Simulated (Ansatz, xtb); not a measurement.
# Two isomers of FGeH5SiTe

We compare I, `F[SiH2][GeH2][TeH]`, a singlet, with II, `F[SiH2][Te][GeH3]`, a singlet. Both are isolated molecules in the gas phase, relaxed with PBE0-D3(BJ)/def2-SVP; the shapes shown needn't be the lowest conformers.

I (Å):

```xyz
9

F    -0.9789    1.0876    2.9176
Ge   -0.9194    1.3799   -0.3065
Si   -1.7039    2.0670    1.8301
Te    1.6259    1.1540   -0.0334
H    -3.1787    1.9191    1.9999
H    -1.2880    3.4703    2.1082
H    -1.5488    0.0584   -0.7881
H    -1.1412    2.4606   -1.3808
H     1.3979    0.4601    1.4631
```

II (Å):

```yaml
atoms:
  - { symbol: F, position_ang: [-0.2761, 2.0633, 2.5711] }
  - { symbol: Ge, position_ang: [0.1133, -0.8072, 0.2555] }
  - { symbol: Si, position_ang: [0.6077, 2.5624, 1.2979] }
  - { symbol: Te, position_ang: [2.1350, 0.7568, 0.5589] }
  - { symbol: H, position_ang: [1.4358, 3.7284, 1.7098] }
  - { symbol: H, position_ang: [-0.3654, 2.9229, 0.2311] }
  - { symbol: H, position_ang: [-1.0836, 0.0420, -0.2041] }
  - { symbol: H, position_ang: [0.4962, -1.8335, -0.8218] }
  - { symbol: H, position_ang: [-0.2079, -1.5132, 1.5804] }
```

**Question.** Which of the two would you expect CCSD(T)/def2-SVP + ΔMP2/def2-TZVPP electronic energies to favour?

**Answer.** Structure II; the calculation gives E(II) − E(I) = −51.7 kJ/mol.

How the difference moves with the method:

| level | geometry | E(II) − E(I) (kJ/mol) | departure from the last row (kJ/mol) | job, with rough time for the two |
| --- | --- | --- | --- | --- |
| PBE0-D3(BJ)/def2-SVP | PBE0-D3(BJ)/def2-SVP | −46.8 | +4.9 | optimisation, 1.8 min |
| HF/def2-SVP | PBE0-D3(BJ)/def2-SVP | −53.5 | −1.8 | part of the CCSD(T) run |
| MP2/def2-SVP | PBE0-D3(BJ)/def2-SVP | −54.8 | −3.1 | part of the CCSD(T) run |
| CCSD(T)/def2-SVP | PBE0-D3(BJ)/def2-SVP | −48.1 | +3.6 | single point |
| CCSD(T)/def2-SVP + ΔMP2/def2-TZVPP | PBE0-D3(BJ)/def2-SVP | −51.7 |  | single point, 30 s |

As drawn, II has 1 Si–Te, 1 Ge–H in place of 1 Ge–Si, 1 Te–H.

None of the levels shown reverses the order. The largest departure from CCSD(T)/def2-SVP + ΔMP2/def2-TZVPP is that of PBE0-D3(BJ)/def2-SVP, 4.9 kJ/mol. Levels run at GFN2-xTB geometries aren't shown. The last row adds to CCSD(T) the change of the MP2 difference between the two basis sets, here −3.6 kJ/mol.

With harmonic frequencies from PBE0-D3(BJ)/def2-SVP (ideal gas, rigid rotor, one conformer each, 298.15 K, 1 atm): on the last row, ΔE + ΔZPE = −48.2 kJ/mol. A mode under 50 cm⁻¹ makes harmonic enthalpies and free energies unreliable, so none is given.

The correlated steps freeze 19 core orbitals; the filled d shell of Ge and Te is correlated, in a basis made for valence electrons. Atoms past krypton carry core potentials in the def2 sets and no spin–orbit term is included. Run with Ansatz 0.2.0; the last row on 2 threads of Intel(R) Xeon(R) 6975P-C (Granite Rapids) on a shared host.
